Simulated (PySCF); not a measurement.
C₂H₃Cl₂FGe (SMILES C=[CH][Ge]([F])([Cl])[Cl]), singlet, geometry from GFN2-xTB, atoms displaced at random by about 0.08 Å a coordinate; R2SCAN/STO-3G, gradient by finite differences (PySCF).

Here is a job for PySCF.
```python
from pyscf import gto, scf, dft

mol = gto.Mole()
mol.atom = '''
    C    -2.90171003   -0.53533321   -0.17232952
    C    -1.56411184   -0.63052003   -0.91831899
    Ge    0.15768842   -0.00141920    0.20725978
    F    -0.51765649    0.59867036    1.60935380
    Cl    1.43990351   -1.41767145    0.54180728
    Cl    0.90274154    1.64487104   -0.70301413
    H    -3.08658651   -0.07672185    0.76574937
    H    -3.81836725   -0.94230992   -0.68596071
    H    -1.56995233   -1.00552060   -1.86736687
'''
mol.basis = 'sto-3g'
mol.verbose = 4
mol.build()

mf = dft.RKS(mol)
mf.xc = 'r2scan'
mf.conv_tol = 1e-11
mf.kernel()
scan, done = mf.as_scanner(), []
scan.scf_summary = {}
def energy(d):
    c = mol.atom_coords()
    c[6, 2] += d
    e = scan(mol.set_geom_(c, unit='Bohr', inplace=False))
    done.append(scan.converged)
    return e
h = 1e-5
fd = (energy(h) - energy(-h)) / (2 * h)
print('dE/dx =', fd)
```

Output, abridged:

```
PySCF version 2.14.0

[INPUT] verbose = 4
[INPUT] num. atoms = 9
[INPUT] num. electrons = 90
[INPUT] charge = 0
[INPUT] spin (= nelec alpha-beta = 2S) = 0
[INPUT] symmetry False subgroup None
[INPUT] Mole.unit = angstrom
[INPUT] Symbol           X                Y                Z      unit          X                Y                Z       unit  Magmom
[INPUT]  1 C     -2.901710030000  -0.535333210000  -0.172329520000 AA   -5.483437249603  -1.011633152284  -0.325655595978 Bohr   0.0
[INPUT]  2 C     -1.564111840000  -0.630520030000  -0.918318990000 AA   -2.955743005790  -1.191510172753  -1.735371386087 Bohr   0.0
[INPUT]  3 Ge     0.157688420000  -0.001419200000   0.207259780000 AA    0.297987926815  -0.002681899316   0.391664220838 Bohr   0.0
[INPUT]  4 F     -0.517656490000   0.598670360000   1.609353800000 AA   -0.978228992704   1.131323019295   3.041237919528 Bohr   0.0
[INPUT]  5 Cl     1.439903510000  -1.417671450000   0.541807280000 AA    2.721023279700  -2.679010775115   1.023867371496 Bohr   0.0
[INPUT]  6 Cl     0.902741540000   1.644871040000  -0.703014130000 AA    1.705934271868   3.108355775829  -1.328504167399 Bohr   0.0
[INPUT]  7 H     -3.086586510000  -0.076721850000   0.765749370000 AA   -5.832803163677  -0.144983284270   1.447056589358 Bohr   0.0
[INPUT]  8 H     -3.818367250000  -0.942309920000  -0.685960710000 AA   -7.215668345509  -1.780707673261  -1.296277874112 Bohr   0.0
[INPUT]  9 H     -1.569952330000  -1.005520600000  -1.867366870000 AA   -2.966779932323  -1.900158546608  -3.528811958386 Bohr   0.0

nuclear repulsion = 693.884417083851
number of shells = 30
number of NR pGTOs = 162
number of NR cGTOs = 54
basis = sto-3g
ecp = {}

******** <class 'pyscf.dft.rks.RKS'> ********
method = RKS
initial guess = minao
damping factor = 0
level_shift factor = 0
DIIS = <class 'pyscf.scf.diis.CDIIS'>
diis_start_cycle = 1
diis_space = 8
diis_damp = 0
SCF conv_tol = 1e-11
SCF conv_tol_grad = None
SCF max_cycles = 50
direct_scf = True
direct_scf_tol = 1e-13
XC library pyscf.dft.libxc version 7.1.2
    S. Lehtola, C. Steigemann, M. J. T. Oliveira, and M. A. L. Marques,  SoftwareX 7, 1–5 (2018)
XC functionals = r2scan
    J. W. Furness, A. D. Kaplan, J. Ning, J. P. Perdew, and J. Sun,  J. Phys. Chem. Lett. 11, 8208–8215 (2020)
    J. W. Furness, A. D. Kaplan, J. Ning, J. P. Perdew, and J. Sun,  J. Phys. Chem. Lett. 11, 9248–9248 (2020)
    J. W. Furness, A. D. Kaplan, J. Ning, J. P. Perdew, and J. Sun,  J. Phys. Chem. Lett. 11, 8208–8215 (2020)
    J. W. Furness, A. D. Kaplan, J. Ning, J. P. Perdew, and J. Sun,  J. Phys. Chem. Lett. 11, 9248–9248 (2020)
radial grids:
    Treutler-Ahlrichs [JCP 102, 346 (1995); DOI:10.1063/1.469408] (M4) radial grids

becke partition: Becke, JCP 88, 2547 (1988); DOI:10.1063/1.454033
pruning grids: <function nwchem_prune>
grids dens level: 3
symmetrized grids: False
atomic radii adjust function: <function treutler_atomic_radii_adjust>
small_rho_cutoff = 0
Set gradient conv threshold to 3.16228e-06
Initial guess from minao.
tot grids = 130328
init E= -3136.59783848334
  HOMO = -0.411883044308994  LUMO = -0.248489089521787  gap/eV = 4.44618
cycle= 1 E= -3138.7965245593  delta_E= -2.2  |g|= 0.445  |ddm|= 3.95
  HOMO = -0.0304931754584027  LUMO = 0.0309393463794939  gap/eV = 1.67166
cycle= 2 E= -3138.56746991854  delta_E= 0.229  |g|= 0.899  |ddm|= 2.32
  HOMO = -0.145869413116886  LUMO = 0.0232874977703175  gap/eV = 4.60299
cycle= 3 E= -3138.87148100147  delta_E= -0.304  |g|= 0.259  |ddm|=  1.6
  HOMO = -0.153418803705205  LUMO = 0.029235649675821  gap/eV = 4.97028
cycle= 4 E= -3138.88857986947  delta_E= -0.0171  |g|= 0.121  |ddm|= 0.489
  HOMO = -0.158206187419428  LUMO = 0.0240514120306577  gap/eV = 4.95948
cycle= 5 E= -3138.89362741129  delta_E= -0.00505  |g|= 0.0263  |ddm|= 0.219
  HOMO = -0.159484661916073  LUMO = 0.0223655798244653  gap/eV = 4.94840
cycle= 6 E= -3138.89386997376  delta_E= -0.000243  |g|= 0.00577  |ddm|= 0.0434
  HOMO = -0.159046728242376  LUMO = 0.0227808522616035  gap/eV = 4.94778
cycle= 7 E= -3138.89388254835  delta_E= -1.26e-05  |g|= 0.0006  |ddm|= 0.00964
  HOMO = -0.159221153695653  LUMO = 0.0225995181406839  gap/eV = 4.94759
cycle= 8 E= -3138.89388269275  delta_E= -1.44e-07  |g|= 0.000141  |ddm|= 0.00154
  HOMO = -0.159182304824809  LUMO = 0.0226401701252561  gap/eV = 4.94764
cycle= 9 E= -3138.89388270297  delta_E= -1.02e-08  |g|= 1.44e-05  |ddm|= 0.000387
  HOMO = -0.159183529445331  LUMO = 0.0226386895026213  gap/eV = 4.94763
cycle= 10 E= -3138.89388270306  delta_E= -9.32e-11  |g|= 3.05e-06  |ddm|= 4.04e-05
  HOMO = -0.159183186158278  LUMO = 0.0226390679225403  gap/eV = 4.94764
cycle= 11 E= -3138.89388270307  delta_E= -1.14e-11  |g|= 5.75e-07  |ddm|= 1.04e-05
  HOMO = -0.159183228106513  LUMO = 0.0226390141728734  gap/eV = 4.94764
cycle= 12 E= -3138.89388270307  delta_E= 4.55e-12  |g|= 9.57e-08  |ddm|= 1.17e-06
  HOMO = -0.159183222194157  LUMO = 0.0226390236676547  gap/eV = 4.94764
Extra cycle  E= -3138.89388270308  delta_E= -6.82e-12  |g|= 3.42e-07  |ddm|= 5.42e-07
converged SCF energy = -3138.89388270308
Create scanner for <class 'pyscf.dft.rks.RKS'>

WARN: Mole.unit (angstrom) is changed to Bohr

New geometry
   1 C     -2.901710030000  -0.535333210000  -0.172329520000 AA   -5.483437249603  -1.011633152284  -0.325655595978 Bohr
   2 C     -1.564111840000  -0.630520030000  -0.918318990000 AA   -2.955743005790  -1.191510172753  -1.735371386087 Bohr
   3 Ge     0.157688420000  -0.001419200000   0.207259780000 AA    0.297987926815  -0.002681899316   0.391664220838 Bohr
   4 F     -0.517656490000   0.598670360000   1.609353800000 AA   -0.978228992704   1.131323019295   3.041237919528 Bohr
   5 Cl     1.439903510000  -1.417671450000   0.541807280000 AA    2.721023279700  -2.679010775115   1.023867371496 Bohr
   6 Cl     0.902741540000   1.644871040000  -0.703014130000 AA    1.705934271868   3.108355775829  -1.328504167399 Bohr
   7 H     -3.086586510000  -0.076721850000   0.765754661772 AA   -5.832803163677  -0.144983284270   1.447066589358 Bohr
   8 H     -3.818367250000  -0.942309920000  -0.685960710000 AA   -7.215668345509  -1.780707673261  -1.296277874112 Bohr
   9 H     -1.569952330000  -1.005520600000  -1.867366870000 AA   -2.966779932323  -1.900158546608  -3.528811958386 Bohr

******** <class 'pyscf.scf.hf.RKS_Scanner'> ********
method = RKS_Scanner
initial guess = minao
damping factor = 0
level_shift factor = 0
DIIS = <class 'pyscf.scf.diis.CDIIS'>
diis_start_cycle = 1
diis_space = 8
diis_damp = 0
SCF conv_tol = 1e-11
SCF conv_tol_grad = None
SCF max_cycles = 50
direct_scf = True
direct_scf_tol = 1e-13
XC library pyscf.dft.libxc version 7.1.2
    S. Lehtola, C. Steigemann, M. J. T. Oliveira, and M. A. L. Marques,  SoftwareX 7, 1–5 (2018)
XC functionals = r2scan
    J. W. Furness, A. D. Kaplan, J. Ning, J. P. Perdew, and J. Sun,  J. Phys. Chem. Lett. 11, 8208–8215 (2020)
    J. W. Furness, A. D. Kaplan, J. Ning, J. P. Perdew, and J. Sun,  J. Phys. Chem. Lett. 11, 9248–9248 (2020)
    J. W. Furness, A. D. Kaplan, J. Ning, J. P. Perdew, and J. Sun,  J. Phys. Chem. Lett. 11, 8208–8215 (2020)
    J. W. Furness, A. D. Kaplan, J. Ning, J. P. Perdew, and J. Sun,  J. Phys. Chem. Lett. 11, 9248–9248 (2020)
radial grids:
    Treutler-Ahlrichs [JCP 102, 346 (1995); DOI:10.1063/1.469408] (M4) radial grids

becke partition: Becke, JCP 88, 2547 (1988); DOI:10.1063/1.454033
pruning grids: <function nwchem_prune>
grids dens level: 3
symmetrized grids: False
atomic radii adjust function: <function treutler_atomic_radii_adjust>
small_rho_cutoff = 0
Set gradient conv threshold to 3.16228e-06
tot grids = 130328
init E= -3138.89388195893
  HOMO = -0.159183848110757  LUMO = 0.0226384287296362  gap/eV = 4.94764
cycle= 1 E= -3138.89388302574  delta_E= -1.07e-06  |g|= 3.65e-06  |ddm|= 6.55e-06
  HOMO = -0.159183031891235  LUMO = 0.022639347361903  gap/eV = 4.94764
cycle= 2 E= -3138.89388302569  delta_E= 5.73e-11  |g|= 1.38e-05  |ddm|= 2.13e-05
  HOMO = -0.159183033267619  LUMO = 0.0226392981089427  gap/eV = 4.94764
cycle= 3 E= -3138.89388302576  delta_E= -7.73e-11  |g|= 4.33e-07  |ddm|= 1.64e-05
  HOMO = -0.159183178423827  LUMO = 0.0226391432527071  gap/eV = 4.94764
cycle= 4 E= -3138.89388302575  delta_E= 1.27e-11  |g|= 1.39e-07  |ddm|= 1.26e-06
  HOMO = -0.1591831450316  LUMO = 0.0226391775743521  gap/eV = 4.94764
cycle= 5 E= -3138.89388302575  delta_E=    0  |g|= 1.79e-08  |ddm|= 2.92e-07
  HOMO = -0.159183146210237  LUMO = 0.0226391760430982  gap/eV = 4.94764
Extra cycle  E= -3138.89388302575  delta_E= -9.09e-13  |g|= 2.68e-08  |ddm|= 8.37e-08
converged SCF energy = -3138.89388302575

WARN: Mole.unit (angstrom) is changed to Bohr

New geometry
   1 C     -2.901710030000  -0.535333210000  -0.172329520000 AA   -5.483437249603  -1.011633152284  -0.325655595978 Bohr
   2 C     -1.564111840000  -0.630520030000  -0.918318990000 AA   -2.955743005790  -1.191510172753  -1.735371386087 Bohr
   3 Ge     0.157688420000  -0.001419200000   0.207259780000 AA    0.297987926815  -0.002681899316   0.391664220838 Bohr
   4 F     -0.517656490000   0.598670360000   1.609353800000 AA   -0.978228992704   1.131323019295   3.041237919528 Bohr
   5 Cl     1.439903510000  -1.417671450000   0.541807280000 AA    2.721023279700  -2.679010775115   1.023867371496 Bohr
   6 Cl     0.902741540000   1.644871040000  -0.703014130000 AA    1.705934271868   3.108355775829  -1.328504167399 Bohr
   7 H     -3.086586510000  -0.076721850000   0.765744078228 AA   -5.832803163677  -0.144983284270   1.447046589358 Bohr
   8 H     -3.818367250000  -0.942309920000  -0.685960710000 AA   -7.215668345509  -1.780707673261  -1.296277874112 Bohr
   9 H     -1.569952330000  -1.005520600000  -1.867366870000 AA   -2.966779932323  -1.900158546608  -3.528811958386 Bohr

******** <class 'pyscf.scf.hf.RKS_Scanner'> ********
method = RKS_Scanner
initial guess = minao
damping factor = 0
level_shift factor = 0
DIIS = <class 'pyscf.scf.diis.CDIIS'>
diis_start_cycle = 1
diis_space = 8
diis_damp = 0
SCF conv_tol = 1e-11
SCF conv_tol_grad = None
SCF max_cycles = 50
direct_scf = True
direct_scf_tol = 1e-13
XC library pyscf.dft.libxc version 7.1.2
    S. Lehtola, C. Steigemann, M. J. T. Oliveira, and M. A. L. Marques,  SoftwareX 7, 1–5 (2018)
XC functionals = r2scan
    J. W. Furness, A. D. Kaplan, J. Ning, J. P. Perdew, and J. Sun,  J. Phys. Chem. Lett. 11, 8208–8215 (2020)
    J. W. Furness, A. D. Kaplan, J. Ning, J. P. Perdew, and J. Sun,  J. Phys. Chem. Lett. 11, 9248–9248 (2020)
    J. W. Furness, A. D. Kaplan, J. Ning, J. P. Perdew, and J. Sun,  J. Phys. Chem. Lett. 11, 8208–8215 (2020)
    J. W. Furness, A. D. Kaplan, J. Ning, J. P. Perdew, and J. Sun,  J. Phys. Chem. Lett. 11, 9248–9248 (2020)
radial grids:
    Treutler-Ahlrichs [JCP 102, 346 (1995); DOI:10.1063/1.469408] (M4) radial grids

becke partition: Becke, JCP 88, 2547 (1988); DOI:10.1063/1.454033
pruning grids: <function nwchem_prune>
grids dens level: 3
symmetrized grids: False
atomic radii adjust function: <function treutler_atomic_radii_adjust>
small_rho_cutoff = 0
Set gradient conv threshold to 3.16228e-06
tot grids = 130328
init E= -3138.89388451402
  HOMO = -0.15918189360647  LUMO = 0.0226403542520183  gap/eV = 4.94764
cycle= 1 E= -3138.89388238035  delta_E= 2.13e-06  |g|= 4.93e-06  |ddm|= 1.11e-05
  HOMO = -0.15918357353252  LUMO = 0.0226385106445592  gap/eV = 4.94763
cycle= 2 E= -3138.89388238025  delta_E= 1.04e-10  |g|= 1.8e-05  |ddm|= 2.84e-05
  HOMO = -0.159183522128587  LUMO = 0.0226386275739148  gap/eV = 4.94763
cycle= 3 E= -3138.89388238036  delta_E= -1.1e-10  |g|= 8.43e-07  |ddm|= 2.15e-05
  HOMO = -0.159183241657898  LUMO = 0.022638925238892  gap/eV = 4.94763
cycle= 4 E= -3138.89388238036  delta_E= -9.09e-13  |g|= 3.06e-07  |ddm|= 2.58e-06
  HOMO = -0.159183366052784  LUMO = 0.0226387989127401  gap/eV = 4.94763
Extra cycle  E= -3138.89388238036  delta_E=    0  |g|= 6.35e-07  |ddm|= 1.53e-06
converged SCF energy = -3138.89388238036
dE/dx = -0.03226962235203246
```
